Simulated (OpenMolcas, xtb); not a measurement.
## C2H2FSi (SMILES [C]#C[SiH2]F): methods side by side

C2H2FSi has 6 atoms, charge 0, and is taken as a doublet. SMILES: `[C]#C[SiH2]F`. The coordinates come from a GFN2-xTB relaxation.

Each level gives the dipole moment (D). The values are calculated.

| level | kind | program | value (D) |
| --- | --- | --- | --- |
| GFN2-xTB | semi-empirical | xtb | 2.46 |
| GFN0-xTB | semi-empirical | xtb | 3.71 |
| GFN1-xTB | semi-empirical | xtb | 1.67 |
| UHF/STO-3G | Hartree–Fock | OpenMolcas | 1.31 |
| UHF/3-21G | Hartree–Fock | OpenMolcas | 2.02 |
| UHF/6-31G* (spherical functions) | Hartree–Fock | OpenMolcas | 1.71 |
| UHF/def2-SVP | Hartree–Fock | OpenMolcas | 1.74 |
| UHF/pcseg-2 (RICD fitting) | Hartree–Fock | OpenMolcas | 1.68 |
| UB3LYP/6-31G* (spherical functions) | global hybrid | OpenMolcas | 1.46 |
| UB3LYP/6-31G* (Cartesian functions) | global hybrid | OpenMolcas | 1.46 |

The values span 1.31 to 3.71 D. Spin contamination of the reference (⟨S²⟩ at least 0.1 too high) touches UHF/STO-3G, UHF/3-21G, UHF/6-31G*, UHF/def2-SVP, UHF/pcseg-2. Sets without polarisation functions give poor dipoles. Without the sets that lack polarisation functions the rows with a basis span only 1.46 to 1.74 D.
